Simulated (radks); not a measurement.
Ionisation ladder of gallium, from Ga XXIII to Ga XXXI. Each ion is in the ground configuration listed by NIST, and IE = E(next ion) - E(this ion), with E = 0 for the bare nucleus. Method: Dirac Kohn-Sham, PBE, spin-unpolarised, spherical densities, finite nucleus; open shells fill j = l - 1/2 first; Fermi nuclear charge, rms radius 3.9973 fm; computed with a radial shooting solver on a logarithmic mesh with Libxc functionals.

| species | configuration | E (hartree) | IE, Delta-SCF (eV) | -e(HOMO) (eV) | HOMO | IE, NIST (eV) | kind | error (eV) |
|---|---|---|---|---|---|---|---|---|
| Ga XXIII | [He] 2s2 2p5 | -1610.32090 | 2134.3 | 2072.5 | 2p3/2 | 2129 | semi-emp. | +5.3 |
| Ga XXIV | [He] 2s2 2p4 | -1531.88721 | 2259.5 | 2196.5 | 2p3/2 | 2258 | semi-emp. | +1.5 |
| Ga XXV | [He] 2s2 2p3 | -1448.85353 | 2386.8 | 2322.8 | 2p3/2 | 2391 | semi-emp. | -4.2 |
| Ga XXVI | [He] 2s2 2p2 | -1361.14143 | 2550.0 | 2484.0 | 2p1/2 | 2544 | semi-emp. | +6.1 |
| Ga XXVII | [He] 2s2 2p1 | -1267.43163 | 2682.8 | 2616.2 | 2p1/2 | 2683 | semi-emp. | -0.2 |
| Ga XXVIII | [He] 2s2 | -1168.84014 | 2874.1 | 2819.1 | 2s1/2 | 2868 | semi-emp. | +6.1 |
| Ga XXIX | [He] 2s1 | -1063.21720 | 2981.3 | 2928.7 | 2s1/2 | 2984.4 | theory | -3.1 |
| Ga XXX | [He] | -953.65627 | 12753.0 | 12515.9 | 1s1/2 | 12696.6 | theory | +56.4 |
| Ga XXXI | 1s1 | -484.99390 | 13197.4 | 12986.8 | 1s1/2 | 13239.5 | theory | -42.1 |

Reference values: NIST Atomic Spectra Database (exp. = measured, semi-emp. = semi-empirical, theory = theoretical value adopted there). The ionisation energy per charge of the ion left behind rises most, in proportion, at Ga XXX ([He]), from 102.80 to 425.10 eV. Against the entries that are not theoretical the mean signed error is +0.1 % and the largest +0.2 %. Spin polarisation and multiplet splitting are left out, so open shells lie too high by an amount that depends on their filling.

Beside tabulated values, note that spin-unpolarised runs miss the spin-polarisation part of the exchange energy of open shells.
